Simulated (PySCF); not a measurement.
C5H9B, SMILES C1CCB(C=1)C.

Coordinates come from a B3LYP-D3(BJ)/def2-SVP optimisation. The values are those of a single conformer.

Two levels are set side by side: PBE/def2-TZVP (PySCF) and ωB97X/def2-TZVP (PySCF). Same geometry, gas phase. Differences are taken from unrounded values.

```
quantity                     ωB97X
---------------------------  -----
orbital gap (eV)             11.08
highest occupied level (eV)  -9.88
lowest empty level (eV)       1.20
dipole moment (D)             0.67
mean polarisability (bohr³)   70.4
```

### Question
What does PBE give, and how far is it from ωB97X? (An estimate is asked for; the answer gives what the named calculation found.)

### Answer

```json
[
 {"quantity": "orbital gap (eV)", "PBE": "4.57", "PBE minus ωB97X": "-6.50"},
 {"quantity": "highest occupied level (eV)", "PBE": "-6.53", "PBE minus ωB97X": "3.35"},
 {"quantity": "lowest empty level (eV)", "PBE": "-1.96", "PBE minus ωB97X": "-3.16"},
 {"quantity": "dipole moment (D)", "PBE": "0.73", "PBE minus ωB97X": "0.06"},
 {"quantity": "mean polarisability (bohr³)", "PBE": "73.9", "PBE minus ωB97X": "3.5"}
]
```

PBE's occupied levels lie high since its potential decays too fast outside the molecule; exact exchange lowers them and widens the gap. PBE's more diffuse valence density responds more strongly to a field. Differences between two approximate levels are no errors against the true value.

Rough cost on one machine, each run with all the roots and properties that it gave: ωB97X against PBE within a factor of 2.
